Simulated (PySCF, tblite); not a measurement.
Isomers of C7H10P2. Method: GFN2-xTB as coded in tblite; computed harmonic values from a numerical Hessian at the method's own geometry, unscaled. This tight-binding method is rough: wavenumbers can miss measured ones by several per cent, in bad cases by 10 to 20. Modes of hydrogen on phosphorus can be 10 to 20 % off. One conformer each.

Electronic energies: PBE0-D3(BJ)/def2-SVP at its own geometries (PySCF, gas phase).

| SMILES | electronic energy, lowest = 0 (kcal/mol) |
| --- | --- |
| CCc1pccpc1C | 14.8 |
| Cc1cccc(PP)c1 | 0.0 |
| CCc1ccpc(C)p1 | 13.0 |

Question: How do GFN2-xTB zero-point energies change the relative energies?

Answer: 
```tsv
SMILES	ZPE (kcal/mol)	of it from modes above 1550 cm⁻¹	electronic (kcal/mol)	with ZPE, lowest = 0 (kcal/mol)	lowest mode (cm⁻¹)	rings
Cc1cccc(PP)c1	88.9	44.7	0.0	0.0	17i	1
CCc1ccpc(C)p1	93.3	42.9	13.0	17.3	17i	1
CCc1pccpc1C	93.6	42.9	14.8	19.4	75	1
```

The zero-point energies span 4.7 kcal/mol, from `Cc1cccc(PP)c1` to `CCc1pccpc1C`. Slightly imaginary modes are left out of the zero-point energy: `Cc1cccc(PP)c1` 17.3i, 2.6i cm⁻¹ and `CCc1ccpc(C)p1` 16.5i cm⁻¹. The order is unchanged.

Question: And how do the electronic energies of GFN2-xTB itself compare?

Answer: `Cc1cccc(PP)c1` 0.0; `CCc1ccpc(C)p1` 28.8; `CCc1pccpc1C` 27.7 kcal/mol, lowest = 0. Against the energies above, taken from the same isomer `Cc1cccc(PP)c1`, the largest difference is 15.8 kcal/mol. The two levels were optimised apart and needn't hold the same conformer.
